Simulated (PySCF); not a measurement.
H₂PbS, SMILES [SH][PbH] (connectivity only; charge and spin as stated), neutral, multiplicity 1. Heavy atoms are numbered as in [PbH:1][SH:3]. Hydrogens are named by the atom that carries them.

Coordinates come from a PBE0-D3(BJ)/def2-TZVP optimisation. The def2 effective core potentials stand for the cores of Pb; spin–orbit coupling is left out.

These are PySCF with PBE/def2-TZVPD values and carry that method's errors.

Mulliken values depend strongly on the basis, most of all with diffuse functions as here. ESP charges are fitted to the potential on shells at 1.4 to 2.0 van der Waals radii. Atomic charges (e), one atom of each kind:

| atom | Mulliken | ESP fit |
|---|---|---|
| Pb1 (PbH) | 0.40 | 0.29 |
| H on Pb1 | -0.10 | -0.12 |
| S3 (SH) | -0.50 | -0.29 |
| H on S3 | 0.19 | 0.12 |
